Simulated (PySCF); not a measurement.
## Yb(III) with different ligands

Computed with PySCF 2.14.0, PBE0, def2-SVP on the ligands, density fitting, scalar-relativistic core potentials, no spin-orbit coupling, vacuum. The metal has lcecp-1-SVP with ECP59. Each complex is relaxed within the symmetry of a template of the same shape. Distances are means of the shortest metal–ligand contacts, charges and spins Mulliken's. lcecp potentials hold a fixed number of 4f electrons in the core, out of states, spins and gaps.

```
complex  point group  M–first ligand (Å)  charge on M (e)  dipole (D)  strongest infrared band, degenerate modes summed (cm⁻¹)  unstable modes (below −25 cm⁻¹)
   YbSF           Cs               2.298             0.79        7.83                                                      593                                0
  YbOCl           Cs               1.789             0.80        7.36                                                      856                                0
   YbOF           Cs               1.801             0.90        7.59                                                      840                                0
```

**Question.** What does the calculation give for YbO(OH)?

**Answer.** point group: Cs, M–first ligand (Å): 1.809, charge on M (e): 0.79, dipole (D): 6.22, strongest infrared band, degenerate modes summed (cm⁻¹): 513, unstable modes (below −25 cm⁻¹): 0.
```xyz
4

Yb   -0.0208   -0.0442   -0.3924
O     1.2463    0.0313    0.8969
O    -1.8965    0.0233    0.3307
H    -2.3697    0.0785    1.1637
```

One start shape was tried for each, so a minimum needn't be the lowest isomer.
